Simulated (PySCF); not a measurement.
## `C[SiH](C)O[SiH3]`, C2H10OSi2

Cartesian coordinates in Å; atom numbers follow the order of the lines, from 1:
```xyz
15

C    -1.6938   -1.0389   -0.4334
Si   -0.6114    0.1199    0.6120
C    -0.6731    1.8904   -0.0727
O     0.9281   -0.4116    0.5813
Si    2.4064   -0.8058    0.0604
H    -2.7443   -0.7787   -0.3484
H    -1.4285   -0.9967   -1.4868
H    -1.5840   -2.0704   -0.1120
H    -0.9541    0.0591    2.0366
H    -1.6818    2.2908   -0.0488
H    -0.0405    2.5572    0.5060
H    -0.3277    1.9274   -1.1028
H     2.2694   -1.8786   -0.9256
H     3.0074    0.3837   -0.5439
H     3.1234   -1.2398    1.2564
```

Computed with GIAO B3LYP/pcSseg-1 magnetisability, rotational g tensor and spin-rotation constants, non-relativistic, gas phase in PySCF 2.14.0. Geometry: GFN2-xTB.

Question: Give the nuclear spin-rotation constants along the inertial axes (H = +C I·J) beside the isotropic shieldings.

Answer: Rotational constants 4.6802, 1.7048, 1.4180 GHz. A star marks the isotopologue with that one atom substituted, in its own axes.
| atom | isotope | Caa (kHz) | Cbb (kHz) | Ccc (kHz) | mean (kHz) | σ (ppm) |
| --- | --- | --- | --- | --- | --- | --- |
| H6 | 1H | 0.053 | -0.195 | -0.175 | -0.106 | 32.0 |
| H7 | 1H | -0.541 | -0.197 | 0.017 | -0.240 | 31.6 |
| H8 | 1H | -0.466 | -0.020 | -0.148 | -0.211 | 31.4 |
| H9 | 1H | -0.395 | -0.145 | 0.075 | -0.155 | 26.7 |
| H10 | 1H | 0.056 | -0.195 | -0.176 | -0.105 | 32.0 |
| H11 | 1H | -0.477 | -0.025 | -0.140 | -0.214 | 31.4 |
| H12 | 1H | -0.524 | -0.194 | 0.009 | -0.236 | 31.6 |
| H13 | 1H | -0.422 | 0.009 | -0.054 | -0.156 | 26.8 |
| H14 | 1H | -0.421 | 0.031 | -0.073 | -0.154 | 26.8 |
| H15 | 1H | -0.221 | -0.148 | 0.016 | -0.118 | 26.8 |
| C1 | 13C* | 0.555 | 0.208 | 0.183 | 0.316 | 180.7 |
| Si2 | 29Si* | -2.857 | -1.067 | -0.967 | -1.630 | 344.5 |
| O4 | 17O* | -0.728 | -0.039 | -0.066 | -0.278 | 306.1 |
| Si5 | 29Si* | -2.443 | -1.052 | -0.856 | -1.450 | 389.3 |

For the geometry as given, no vibrational averaging.

Question: How do the rotational constants and the g tensor change when H6, H7, H8, H9, H10, H11, H12, H13, H14, H15 are replaced by deuterium?

Answer: Constants 3.4966, 1.4402, 1.1887 GHz; g -0.0251, -0.0153, -0.0119, against -0.0334, -0.0181, -0.0142 before.
